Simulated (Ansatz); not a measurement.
Mulliken charges of GeH$_{4}$OSe, SMILES `[OH][GeH2][SeH]` from PBE/def2-TZVPP in Ansatz (PBE0-D4/def2-TZVP geometry).

| atom | x (Å) | y (Å) | z (Å) | charge (e) |
| --- | --- | --- | --- | --- |
| O1 | -1.377 | -0.356 | -0.756 | -0.380 |
| Ge2 | -0.165 | 0.561 | 0.163 | 0.402 |
| Se3 | 1.634 | -0.819 | 0.791 | -0.261 |
| H4 | -1.597 | -1.190 | -0.334 | 0.180 |
| H5 | 0.260 | 1.675 | -0.797 | 0.005 |
| H6 | -0.746 | 1.078 | 1.491 | -0.018 |
| H7 | 2.052 | -1.017 | -0.603 | 0.073 |

**Question.** By hand: the dipole of these point charges (1 e Å = 4.8032 D).

**Answer.** Σ q r = (-0.092, 0.275, 0.011) e Å, of length 0.290 e Å = 1.39 D.

**Question.** How does the dipole of the full density compare? (Best estimate.)

**Answer.** Ansatz gave: (-0.011, -0.022, 0.077) e Å, 0.39 D; the point charges give 3.56 times that, at 100° from its direction.

Point charges leave out the atoms' own dipoles, such as those of lone pairs, and Mulliken's split depends on the basis, so the two needn't agree.
